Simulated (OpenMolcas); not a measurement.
Mn3+ with 6 ligands (fluoride) in octahedral coordination (Oh). A charge of +0.5 e stands 2.8 Å behind each ligand. Ligand basis ANO-RCC-VDZP.

```yaml
Program: OpenMolcas 26.06
Method: "SS-CASPT2, IPEA 0.25 Eh, imaginary shift 0.1 Eh (closed shells correlated: 3s 3p and the ligand valence shells)"
Basis: ANO-RCC-VTZP [6s5p3d2f1g]
Scalar_Hamiltonian: DKH2, point nucleus
Active_space: 4 electrons in 5 orbitals (3d)
State_averaging: 2S+1 = 5 even, 5 roots; 2S+1 = 3 even, 45 roots; 2S+1 = 1 even, 50 roots
Spin-orbit_coupling: state interaction with AMFI integrals over the reference wave functions
```

All ligands move together. At R = 1.89 Å the first state of the same spin is 15680 cm-1, and at R = 2.08 Å it is 10240 cm-1.

A third run gives 13280 cm-1. What distance was it run at?

With a power law R^-n the two known points give n = -ln(10240 / 15680) / ln(2.08 / 1.89) = 4.45. Then R = 1.89 × (15680 / 13280)^(1/4.45) = 1.962 Å. The run was at 1.96 Å, so the estimate is off by +0.002 Å.

Roots that are degenerate in the reference are averaged as groups; the widest CASPT2 spread within a group is 200 cm-1 (the 2-fold group of multiplicity 1 near 84600 cm-1 above the lowest state of its run, R = 1.89). Shifts and gaps below about the spread of the groups concerned are not significant. Over all roots computed the reference weight is 0.70 to 0.72 in R = 1.89, 0.69 to 0.72 in R = 1.96, 0.69 to 0.71 in R = 2.08; a low but even weight reflects the number of correlated electrons. An orbital doublet at a regular site is open to a Jahn-Teller distortion, which this geometry leaves out. This shell can be high or low spin here, a state of another spin lies low, and with metal d orbitals alone active their balance is uncertain, so the ground spin may be wrong. Ligand-to-metal charge-transfer states are missing. These CASPT2 states fit no ligand-field parameters well, so their order and spin gaps are uncertain. With no ligand orbital active B as a rule stays too high, so bands that hang on it stand too high and its fall with covalency is understated. With one d shell and no ligand orbital active, 10Dq can be off by a tenth or more. Free-ion shares, where given, are those of the reference states; single-state CASPT2 does not remix them (holds for R = 1.96; R = 2.08). No measured value stands beside these numbers; the geometry is a model, was not optimised and need not be the one that this ion takes.
